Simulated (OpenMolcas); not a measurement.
# Cu2+, Ag2+, Au2+: d9 down the group

- Program: OpenMolcas
- Method: MS-RASPT2, IPEA 0.25 Eh, imaginary shift 0.1 Eh
- Basis: ANO-RCC-VTZP
- Scalar Hamiltonian: DKH2, point nucleus
- Spin-orbit coupling: state interaction with AMFI integrals over the reference wave functions, term energies averaged over their components

Active space for each ion: 9 electrons in 9 orbitals (RAS2 d s; RAS3 p, at most 2 electrons); closed shells correlated by CASPT2: Cu2+ 3s 3p; Ag2+ 4s 4p; Au2+ 5s 5p.

Computed levels in cm-1 above 2D 5/2:

```csv
Level,Cu2+,Ag2+,Au2+
2D 3/2,2190,4630,13630
weight of 2D in the lowest level (%),100,100,100
```

Measured, with the error of the calculation in %. Measured levels: Cu2+ from Sugar and Musgrove, J. Phys. Chem. Ref. Data 19, 527 (1990); Ag2+ from Moore, Atomic Energy Levels, vol. III, NSRDS-NBS 35 (1971 reprint of NBS Circular 467, 1958); Au2+ from Iglesias, J. Res. Natl. Bur. Stand. 64A, 481 (1960).

```json
{"Level": "2D 3/2", "Cu2+": "2072 (+5.7)", "Ag2+": "4607 (+0.5)", "Au2+": "12694 (+7.4)"}
```

The fine-structure level 2D 3/2 changes by a factor of 6.22 from Cu2+ to Au2+.

Term energies are means over components that CASPT2 splits; among the terms shown or strongly mixed into the levels shown the widest spread is 29 cm-1 (5d9 2D, Au2+). Some high roots are left out of the spin-orbit mixing, which shifts the levels that they would mix with (holds for Ag2+). Measured partners are found by configuration, term and J. A level has none where our copy of the source lacks it or the pairing is in doubt (some pairs that miss far off the trend of their configuration count as doubtful), and it then counts in no deviation. Levels of configurations outside the active space are missing.
